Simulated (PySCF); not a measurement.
Be(tBu)(SH) (C4H10BeS), SMILES C[C](C)(C)[Be][SH].

Coordinates come from a B3LYP-D3(BJ)/def2-SVP optimisation. The values are those of a single conformer.

Calculation: TDA-B3LYP/def2-SVPD in PySCF.

Vertical excitations. The molecule is in vacuum.

Problem. Estimate the UV-visible absorptions. (Estimate from the structure and the level; the computed values follow.)

Solution. 
```tsv
state	energy (eV)	λ (nm)	f	main pairs
S1	5.37	231	0.023	HOMO→LUMO 94 %
S2	5.43	228	0.002	HOMO−1→LUMO 97 %
S3	5.91	210	0.021	HOMO→LUMO+1 72 %, HOMO−1→LUMO+1 14 %
S4	5.91	210	0.015	HOMO−1→LUMO+1 51 %, HOMO→LUMO+2 25 %, HOMO→LUMO+1 21 %
S5	6.02	206	0.072	HOMO→LUMO+2 65 %, HOMO−1→LUMO+1 32 %
S6	6.61	188	0.164	HOMO−1→LUMO+2 81 %
S7	6.74	184	0.008	HOMO→LUMO+3 93 %
S8	7.00	177	0.013	HOMO−1→LUMO+3 67 %, HOMO−1→LUMO+4 21 %
S9	7.18	173	0.090	HOMO→LUMO+4 93 %
S10	7.25	171	0.002	HOMO−2→LUMO 53 %, HOMO−4→LUMO 31 %
T1	4.90	253	0	HOMO→LUMO 88 %
T2	5.16	240	0	HOMO−1→LUMO 94 %
T3	5.47	227	0	HOMO→LUMO+2 94 %
T4	5.62	221	0	HOMO→LUMO+1 66 %, HOMO−1→LUMO+2 22 %
```
Triplets are in the Tamm–Dancoff approximation.
